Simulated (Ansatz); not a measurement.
Molecule: sum formula H₃SiO, net charge -1, singlet state. 
Geometry from a B3LYP-D3(BJ)/def2-TZVP (Ansatz, a program for electronic structure) optimisation:
```
Si
O 1 1.5643
H 1 1.5288 2 117.27
H 1 1.5288 3 100.67 2 -128.43
H 1 1.5288 3 100.67 4 -103.14
```
Charge -1, spin multiplicity 1.

Total electronic energies in hartree. Valence correlation only, unless marked. No spin-orbit coupling. Non-relativistic. FCI takes restricted orbitals. CBS(X,Y): correlation extrapolated as X^-3; Hartree-Fock from the larger set.

| level | program | energy (Eh) |
|---|---|---|
| HF/6-31G* | Ansatz | -365.53012 |
| r2SCAN/def2-TZVPD | Ansatz | -366.55336 |
| PBE0-D4/def2-TZVPD | Ansatz + dftd4 | -366.41187 |
| r2SCAN0/def2-TZVPD | Ansatz | -366.53486 |
| MP2/cc-pVTZ | Ansatz | -365.99719 |
| MP2/cc-pwCVTZ | Ansatz | -366.01213 |
| MP2/cc-pV(Q+d)Z | Ansatz | -366.04960 |
| RI-MP2/aug-cc-pV(Q+d)Z | Ansatz | -366.05748 |
| RI-MP2/def2-QZVPPD | Ansatz | -366.05371 |
| CCSD/def2-TZVPPD | Ansatz | -366.02912 |
| CCSD/def2-QZVPP | Ansatz | -366.06435 |
| CCSD(T)/cc-pwCVTZ | Ansatz | -366.04419 |
| CCSD(T) with core electrons (1s frozen past Ne)/cc-pwCVTZ | Ansatz | -366.35587 |
| FCI/STO-3G | Ansatz | -361.04187 |
| CCSD(T)/CBS(def2-TZVPPD,def2-QZVPPD) | Ansatz | -366.1026 |

Totals of different functionals don't rank their quality; only differences between species are comparable.
